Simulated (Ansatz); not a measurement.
C2H4B, SMILES `[BH-]C=C` (excited singlet; H–B–C–C torsion 107°) (charge -1, multiplicity 1). This singlet is an excited state, 0.07 eV above the relaxed triplet at the level B3LYP/aug-cc-pVTZ // PBE0-D3(BJ)/def2-TZVPD (Ansatz, a program for electronic structure).

Z-matrix (Å, degrees):
```
C
C 1 1.3637
H 2 1.0860 1 122.13
H 2 1.0867 3 116.37 1 -178.35
H 1 1.1114 2 114.81 3 -0.95
B 1 1.4940 5 102.06 2 175.47
H 6 1.2186 1 115.14 5 79.53
```
Charge -1, spin multiplicity 1.

Frozen-core energies in aug-cc-pVDZ from Ansatz at a geometry from PBE0-D3(BJ)/def2-TZVPD; the HF reference has <S^2> = 0.00 (restricted, and unstable towards unrestricted orbitals) and the T1 diagnostic is 0.017.

```
level  energy (Ha)
-----  -----------
HF      -102.62457
MP2     -103.00371
CCSD    -103.04088
```

### Question
Estimate the energies of CCSD(T), CCSDT and CCSDT(Q), and give each level's difference from CCSDT(Q).

### Answer

```tsv
level	energy (Ha)	difference from CCSDT(Q) (mHa)
MP2	-103.00371	58.08
CCSD	-103.04088	20.91
CCSD(T)	-103.05917	2.62
CCSDT	-103.06042	1.37
CCSDT(Q)	-103.06179	0.00
```
